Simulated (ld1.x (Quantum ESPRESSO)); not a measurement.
technetium (Tc), PAW: configuration errors across variants

ld1.x (Quantum ESPRESSO) 7.5 input, shortened:

```
&input
   title='Tc', zed=43., rel=1, dft='BLYP', iswitch=3,
   config='[Kr] 4d5 5s2 5p0'
 /
 &inputp
   pseudotype=3, lpaw=.true., tm=.true., lloc=-1, rcloc=2.30,
   nlcc=.true., new_core_ps=.true., rcore=1.15,
   which_augfun='BESSEL', rmatch_augfun=2.60
 /
6
5S  1  0   2.00   0.00  2.25  2.50  0.0
5S  1  0   0.00   1.55  2.25  2.50  0.0
5P  2  1   0.00   0.00  2.85  3.10  0.0
5P  2  1   0.00   0.75  2.85  3.10  0.0
4D  3  2   5.00   0.00  2.25  2.50  0.0
4D  3  2   0.00   0.45  2.25  2.50  0.0
 &test
   configts(1)='4d5 5s2 5p0'
 /
```

All-electron excitation energies from the reference (eV): (1) 4d5 5s1 5p0 8.123; (2) 4d5 5s0 5p0 23.095; (3) 4d4 5s0 5p0 51.704; (4) 4d6 5s0 5p0 6.320; (5) 4d5 5s1 5p1 3.753; (6) 4d5 5s0 5p2 7.760; (7) 4d4 5s2 5p1 6.521.

The overlap operator is not positive definite (basis up to 400 Ry) in “local potential all-electron potential smoothed inside 1.70 bohr (lloc = -1)”. Such files are unfit for use, however small their errors in these radial tests.

Tests that are not counted but printed errors over 1 eV. “waves 4d (bound): rcut 2.25, rcutus 2.60 bohr; 4d channel at 0.45 Ry: rcut 2.25, rcutus 2.60 bohr”: 4d4 5s0 5p0 (solver errors, printed error -128 eV).

3 further variants failed, have other tests or another functional or relativity, and are left out.

A true bound ghost makes a file unfit for plane-wave use even where its test errors are small: the radial tests pick states by their node count and pass the ghost by.

Errors AE − PS in meV (a dash: test not solved or not reliable):

| change | (1) | (2) | (3) | (4) | (5) | (6) | (7) | bound ghosts |
| --- | --- | --- | --- | --- | --- | --- | --- | --- |
| base | -2.5 | -11 | -191 | -63 | -0.8 | -2.3 | -69 | none |
| waves 5s (bound): rcut 2.25, rcutus 3.70 bohr; 5s channel at 1.55 Ry: rcut 2.25, rcutus 3.70 bohr | +2.8 | -8.5 | -202 | -48 | +0.2 | -1.2 | -51 | none |
| waves 4d (bound): rcut 2.25, rcutus 2.60 bohr; 4d channel at 0.45 Ry: rcut 2.25, rcutus 2.60 bohr | -2.4 | -10 | – | -65 | -0.8 | -2.3 | -71 | none |
| type TM; waves now 5s (bound): rc 2.50 bohr; 5p (bound): rc 3.10 bohr; 4d (bound): rc 2.50 bohr; local potential all-electron potential smoothed inside 2.70 bohr (lloc = -1) | -4.4 | -34 | -139 | -124 | -1.7 | -6.0 | -63 | none |
| wave 4d channel at 0.45 Ry: rcut 2.25, rcutus 2.50 bohr becomes 4d channel at -0.32 Ry: rcut 2.25, rcutus 2.50 bohr | -2.3 | -8.0 | -165 | -63 | -0.6 | -1.6 | -66 | none |
| augmentation BESSEL, radius 2.55 bohr | -2.5 | -11 | -194 | -61 | -0.8 | -2.3 | -68 | none |
| local potential all-electron potential smoothed inside 1.70 bohr (lloc = -1) | -2.0 | -6.0 | -144 | -57 | -0.8 | -1.5 | -56 | s (d not tested, overlap not positive) |
| core correction a·sin(br)/r model core, default radius (ld1.x builds one for every PAW set, though the input has nlcc=.false.) | +0.4 | -9.6 | -224 | -52 | -0.8 | -2.3 | -68 | none |
| waves 5p (bound): rcut 2.85, rcutus 4.26 bohr; 5p channel at 0.75 Ry: rcut 2.85, rcutus 4.26 bohr | -2.5 | -11 | -191 | -63 | +2.7 | +0.2 | -45 | none |

Question: Give the same row for: local potential all-electron potential smoothed inside 2.15 bohr (lloc = -1).

Answer: -2.0, -11, -193, -64, -0.6, -2.3, -66; bound ghosts: none.
